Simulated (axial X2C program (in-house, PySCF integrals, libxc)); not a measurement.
## Spin–orbit effects down a group: molecules with B (ions), PBE0

All values come from calculations with an axial X2C code built on PySCF integrals, spin-free (one-electron X2C) or two-component (2c: spin–orbit coupling with atomic mean-field Coulomb and Gaunt terms, which also bring small scalar terms), in Dyall basis sets with cores contracted in-house; open shells are unrestricted.

Basis sets: B dyall-av3z, K dyall-acv3z, Na dyall-av3z, Rb dyall-acv3z.

```
molecule   spin-free state  Re (Å)  ωe (cm⁻¹)  De (eV)  2c state  Re 2c (Å)  ωe 2c (cm⁻¹)  De 2c (eV)
    NaB⁻  M_S = 3/2, Λ = 0   2.462      299.4      n/a   Ω = 3/2      2.462         299.4         n/a
     KB⁻  M_S = 1/2, Λ = 1   3.016      211.8      n/a   Ω = 1/2      3.015         211.9         n/a
    RbB⁻  M_S = 1/2, Λ = 1   3.151      190.4      n/a   Ω = 1/2      3.149         190.6         n/a
```

(1) Work out the shifts from the spin-free to the two-component result.

Fragments in 2c: Na- + B, K + B-, Rb + B-. Each entry is the lowest single determinant of a limited PBE0 search at one distance. De goes to single-determinant-based atoms at the same level (for ions the charge split of lowest energy) and is withheld (n/a) where an atom does not fit its ground term or J level. Main or longest-lived isotopes. One determinant is a doubtful description, or other states lie close, for NaB⁻, KB⁻, RbB⁻; these need not be ground states, and all values refer to the states named. With several unpaired electrons the Ω given is that of one determinant, not necessarily of the lowest component. The functionals have no current term, which raises determinants with orbital currents.

## Answers

(1) 

```tsv
molecule	2c state	ΔRe (Å)	Δωe (cm⁻¹)	ΔDe (eV)
NaB⁻	Ω = 3/2	0.000	0.0	n/a
KB⁻	Ω = 1/2	-0.001	0.1	n/a
RbB⁻	Ω = 1/2	-0.002	0.2	n/a
```

Shifts of one unit in the last digit are rounding.
